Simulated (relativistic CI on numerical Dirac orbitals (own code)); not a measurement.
**V³⁺: sensitivity of the levels to the model**

Base calculation: Dirac-Coulomb-Breit CI, KLI orbitals optimised for each configuration, a model potential for QED, valence Slater integrals scaled by 0.85, P86 correlation energy added to each configuration.

CI space (outside the closed core [Ne] 3s2): 3p6.3d2, 3p6.3d.4s, 3p6.3d.4p, 3p5.3d3, 3p6.3d.4d, 3p6.3d.5s, 3p6.4s2, 3p6.3d.5p, 3p6.3d.4f, 3p6.4s.4p, 3p6.3d.5d, 3p6.3d.5f, 3p6.3d.5g, 3p6.4p2, 3p6.4s.4d. Double excitations out of closed p, d and f shells are left out; levels of such configurations are missing from the list, as are those of other unlisted configurations, and high levels can miss mixing partners.

Variants: (1) self-excluded LDA correlation estimate; (2) valence Slater integrals scaled by 0.75; (3) Breit term removed; (4) only the first 3 configurations. Shifts of the energy above 3p6.3d2 3F_2, in cm⁻¹, for the lowest level and the first level of each name with at least 55 % of one term (blank where a level changes its place among those of its configuration and J or its character, or is not in the variant):

```csv
Level,Base,Δ(1),Δ(2),Δ(3),Δ(4),Measured
3p6.3d2 3F_2,0.0,0.0,0.0,0.0,0.0,0.0
3p6.3d2 3F_3,299.3,0.0,+0.2,+49.9,+1.6,325.4
3p6.3d2 3F_4,678.6,+0.1,-1.1,+120.2,+3.8,734.7
3p6.3d2 1D_2,11862.0,-0.8,-1339.0,+50.2,-21.0,10959.3
3p6.3d2 3P_0,14054.5,-1.0,-1617.0,+12.7,-45.1,
3p6.3d2 3P_1,14160.0,-1.0,-1615.6,+25.0,-45.9,13239.2
3p6.3d2 3P_2,14359.1,-1.0,-1610.7,+84.5,-46.2,13458.3
3p6.3d2 1G_4,18318.1,-0.7,-2103.7,+87.8,-45.0,18391.2
3p6.3d2 1S_0,43597.5,+18.0,-5104.2,+37.0,+1095.9,42462.1
3p6.3d.4s 3D_1,99655.7,+1139.4,-877.8,-129.7,+43.2,96196.1
3p6.3d.4s 3D_2,99860.1,+1139.5,-880.1,-102.0,+46.5,96412.1
3p6.3d.4s 3D_3,100221.8,+1139.4,-876.8,-47.0,+45.1,96798.0
3p6.3d.4s 1D_2,103628.2,+1145.8,-1296.2,-73.7,+594.6,100200.7
3p6.3d.4p 1D°_2,147393.6,+1933.2,-538.4,-94.7,-27.2,144273.1
3p6.3d.4p 3D°_1,148856.3,+1932.7,-736.3,-125.4,-9.4,146117.7
3p6.3d.4p 3D°_2,149153.7,+1932.6,-735.6,-84.2,-12.9,146429.3
3p6.3d.4p 3D°_3,149553.2,+1932.6,-743.5,-45.3,-12.5,146855.1
3p6.3d.4p 3F°_2,149819.3,+1932.7,-848.8,-125.1,-39.8,147135.2
3p6.3d.4p 3F°_3,150300.0,+1932.7,-855.7,-89.0,-38.5,147656.5
3p6.3d.4p 3F°_4,150966.6,+1932.7,-866.2,-32.5,-39.4,148369.2
3p6.3d.4p 3P°_1,153982.9,+1933.5,-1295.2,-104.4,+21.0,151427.0
3p6.3d.4p 3P°_0,154000.3,+1933.5,-1290.1,-117.4,+13.4,151449.1
```

Correlation outside the listed configurations is missing or only estimated: errors of thousands of cm⁻¹ between configurations and terms are usual at this charge. Rates and lifetimes follow the computed energies and can be off by large factors. The fine structure of a lone outer electron comes out too small, for d and f at times inverted, and misplaced configurations move strength between like terms. 62 of the 66 excited levels that our extract of the measured tables holds in this range could be paired (the sources list more); they are missed by 1555 cm⁻¹ on average and 3460 at most, and levels without a partner can miss by more. Some levels of the ground configuration have no partner and can miss by 10 % or more.

Measured levels: Sugar and Corliss, J. Phys. Chem. Ref. Data 7, 1191 (1978).

Ionisation energy from the two ground configurations alone: base 46.85 eV; self-excluded LDA correlation estimate 47.31 eV; valence Slater integrals scaled by 0.75 46.73 eV; Breit term removed 46.84 eV. The NIST ASD value (measured) is 46.709 eV.
